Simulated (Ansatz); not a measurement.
Reaction (formal exchange of groups at the Se–C bond): `C=C(F)[SeH]` + `CSC(O)=S` → `OC(=S)[SeH]` + `C=C(F)SC`

Program: Ansatz. Geometries: PBE0-D4/def2-TZVP. ΔE: electronic, gas phase. CBS: MP2 limit from def2 TZ/QZ plus the TZ coupled-cluster correction, frozen cores. DFT in def2-TZVPP. B3LYP here is the variant with VWN-RPA as its local correlation; programs differ in this. For Se outer-core shells are correlated without core-valence functions, which leaves a few kJ/mol of doubt a bond. Scalar relativity is left out up to krypton. Each species was taken in one conformer, which may not be the lowest.

`C=C(F)[SeH]`:

```xyz
7

C    -0.739    0.740    0.517
C     0.121   -0.208    0.187
F     0.982   -0.700    1.082
Se    0.178   -1.073   -1.502
H    -0.790    1.099    1.537
H    -1.396    1.161   -0.229
H     1.645   -1.019   -1.593
```

`CSC(O)=S`:

Cartesian coordinates in Å:
```
C -1.250 -0.876 0.089
S -0.592 0.784 0.107
C 1.124 0.514 -0.095
O 1.810 1.661 -0.108
S 1.864 -0.919 -0.253
H -0.828 -1.453 0.910
H -2.329 -0.771 0.211
H -1.018 -1.359 -0.858
H 1.218 2.420 -0.003
```

`OC(=S)[SeH]`:

Cartesian coordinates in Å:
```
O -0.125 0.491 -0.944
C -0.196 0.191 0.348
S -0.992 1.058 1.466
Se 0.742 -1.388 0.784
H -0.632 1.310 -1.067
H 1.203 -1.662 -0.587
```

`C=C(F)SC`:

Cartesian coordinates in Å:
```
C -1.358 1.320 0.840
C -0.811 0.452 0.004
F -0.762 0.720 -1.312
S -0.218 -1.126 0.442
C 1.346 -1.154 -0.457
H -1.346 1.125 1.902
H -1.831 2.219 0.466
H 1.181 -1.012 -1.523
H 1.770 -2.145 -0.290
H 2.031 -0.399 -0.072
```

(1) Is it downhill or uphill in electronic energy at CCSD(T)/CBS, and by how much? (Estimate.)

(2) What do these levels give: PBE0-D4, B3LYP-D4, ωB97X-V, PBE, B3LYP, HF/def2-TZVPP, MP2/def2-TZVPP, SCS-MP2/def2-TZVPP, CCSD/def2-TZVPP, SCS-MP2/def2-QZVPP, HF/CBS(def2), MP2/CBS(def2)? (Best estimate.)

Largest T1 diagnostic among the species: 0.016.

Answers

(1) Ansatz gave: Downhill: ΔE = -6.9 kJ/mol.

(2) Ansatz gave: PBE0-D4 -7.3, B3LYP-D4 -8.9, ωB97X-V -8.5, PBE -7.6, B3LYP -10.7, HF/def2-TZVPP -13.7, MP2/def2-TZVPP -7.1, SCS-MP2/def2-TZVPP -8.7, CCSD/def2-TZVPP -9.2, SCS-MP2/def2-QZVPP -8.1, HF/CBS(def2) -13.2, MP2/CBS(def2) -6.3 kJ/mol.

In def2-TZVPP, CCSD(T) changes the Hartree–Fock value by +6.0 kJ/mol (the triples alone add +1.4 kJ/mol) and MP2 by +6.7 kJ/mol.
